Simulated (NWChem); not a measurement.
Species: C2H6Sb cation; SMILES [CH3][Sb+][CH3]

Computed with NWChem. Structure relaxed at the PBE-D3(BJ)/def2-SVP level. def2 effective core potentials on Sb; no spin-orbit coupling.

**Question.** Predict the results for LRC-wPBEh/def2-SVP. Quantities: highest occupied level (eV); orbital gap (eV).

**Answer.** 
* **highest occupied level (eV)**: -15.02
* **orbital gap (eV)**: 7.15
